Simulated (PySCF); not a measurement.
Electric field gradients and quadrupole coupling constants

Compound: C4H10O3Si.
Z-matrix (Å and degrees, PBE0-D3(BJ)/def2-SVP geometry), rows numbered from 1:
```
C 
O   1  1.3936
C   2  1.3978  1  113.69
Si  3  1.8812  2  109.31  1   177.77
O   4  1.7178  3  104.02  2   -68.02
C   5  1.3388  4  117.38  3  -178.73
C   6  1.4975  5  112.80  4  -179.45
O   6  1.2058  5  121.74  4     0.66
H   1  1.1084  2  111.86  3   -60.63
H   1  1.1086  2  111.91  3    60.52
H   1  1.0992  2  107.96  3   179.95
H   3  1.1131  2  111.84  1   -61.36
H   3  1.1120  2  111.82  1    57.04
H   4  1.4850  3  111.23  2    50.33
H   4  1.4890  3  109.11  2   174.87
H   7  1.0997  6  109.56  5    57.71
H   7  1.0999  6  109.50  5   -59.36
H   7  1.0953  6  110.07  5   179.28
```

Field gradients from the PBE0/pcSseg-1 density (PySCF, non-relativistic), principal values in atomic units, ordered |Vxx| ≤ |Vyy| ≤ |Vzz|:

```csv
atom,Vxx,Vyy,Vzz
O2,-0.0161,-2.0524,2.0685
O5,-0.6613,-0.6922,1.3534
O8,0.6403,0.9605,-1.6008
```

Find the asymmetry η = (Vxx − Vyy)/Vzz and the couplings χ = eQV/h (234.96 MHz × Q in barn × V in au), with Q(17O) = −0.0256 b.

```json
{"atom": "O2", "environment": "ether oxygen", "nucleus": "17O", "η": "0.98", "χzz (MHz)": "-12.44", "χxx (MHz)": "0.10", "χyy (MHz)": "12.35"}
{"atom": "O5", "environment": "oxygen singly bound to a carbonyl carbon", "nucleus": "17O", "η": "0.02", "χzz (MHz)": "-8.14", "χxx (MHz)": "3.98", "χyy (MHz)": "4.16"}
{"atom": "O8", "environment": "carbonyl oxygen", "nucleus": "17O", "η": "0.20", "χzz (MHz)": "9.63", "χxx (MHz)": "-3.85", "χyy (MHz)": "-5.78"}
```

The gradient is axial or nearly so (η below 0.05) at O5. At O2 η is above 0.9: Vyy and Vzz are nearly equal in size and opposite in sign, so a small change could swap them and flip the sign of χzz. The tensor is traceless: Vxx + Vyy + Vzz = 0.

What is Vzz at O5 in SI units (1 au = 9.71736 × 10²¹ V/m²)?

1.3534 au = 13.152 × 10²¹ V/m².

Were the hydrogens deuterons (Q(2H) = 0.00286 b), χzz would run from 94 kHz (H15) to 199 kHz (H18).

Isolated species at its PBE0-D3(BJ)/def2-SVP geometry (one conformer only). These gradients aren't converged with respect to the basis.
